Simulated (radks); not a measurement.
The nuclear charge of neutral rhodium is varied continuously with 45 electrons held in [Kr] 4d8 5s1. All-electron calculation, Dirac Kohn-Sham, PBEsol, spin-unpolarised, spherical densities, point nucleus; open shells are shared between the two j in proportion to 2j + 1. Program: a radial shooting solver on a logarithmic mesh with Libxc functionals. By the Hellmann-Feynman theorem dE/dZ = E(electron-nucleus)/Z, the electronic potential at the nucleus.

\begin{tabular}{lrrrrr}
Z & E (hartree) & E(electron-nucleus)/Z (hartree) & HOMO & e(HOMO) (eV) & <r> HOMO (bohr) \\ \hline
44.8 & -4731.32327 & -255.769 & 5s1/2 & -2.973 & 3.425 \\
44.9 & -4756.94002 & -256.566 & 5s1/2 & -3.636 & 3.347 \\
45 & -4782.63650 & -257.363 & 5s1/2 & -4.326 & 3.275 \\
45.1 & -4808.41264 & -258.160 & 5s1/2 & -5.042 & 3.208 \\
45.2 & -4834.26842 & -258.956 & 5s1/2 & -5.781 & 3.147 \\
45.3 & -4860.20379 & -259.752 & 5s1/2 & -6.544 & 3.089 \\
45.4 & -4886.21873 & -260.547 & 5s1/2 & -7.329 & 3.034 \\
45.5 & -4912.31322 & -261.343 & 5s1/2 & -8.136 & 2.983 \\
45.6 & -4938.48723 & -262.138 & 5s1/2 & -8.965 & 2.935 \\
45.7 & -4964.74075 & -262.933 & 5s1/2 & -9.814 & 2.889 \\
45.8 & -4991.07377 & -263.728 & 5s1/2 & -10.683 & 2.845 \\
45.9 & -5017.48627 & -264.522 & 5s1/2 & -11.572 & 2.804 \\
46 & -5043.97825 & -265.317 & 5s1/2 & -12.480 & 2.764 \\
\end{tabular}

The central difference of E at Z = 45 is -257.363 hartree, to compare with the third column; the second derivative is -7.97 hartree.
